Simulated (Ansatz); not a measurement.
Basis-set extrapolation for C₁₀H₂₀ (`CCCCC1CCCCC1`) (PBE0-D4/def2-TZVP geometry, frozen core, Ansatz). Multiplicity 1, RHF reference.

```json
{"": "HF", "def2-TZVPP": "-390.478756", "def2-QZVPP": "-390.496673"}
{"": "MP2 correlation", "def2-TZVPP": "-1.744687", "def2-QZVPP": "-1.851600"}
{"": "CCSD(T) correlation", "def2-TZVPP": "-1.920229", "def2-QZVPP": "not run"}
```

Energies in hartree. Use E(X) = E(∞) + A·exp(−7.88·√X) for Hartree–Fock and E(X) = E(∞) + B·X^(−2.97) for correlation, with X = 3 and 4, and add CCSD(T) minus MP2 of the smaller set to the MP2 limit.

Q: What is the CCSD(T) energy at the basis-set limit?

A: HF limit: -390.496673 + (-0.017917) × 0.13774 = -390.49914. MP2 limit: -1.851600 + (-0.106913) × 0.74074 = -1.93079. Higher-order term: -1.920229 − (-1.744687) = -0.17554. Total: -392.60547 hartree, 542.1 kJ/mol below CCSD(T)/def2-TZVPP.
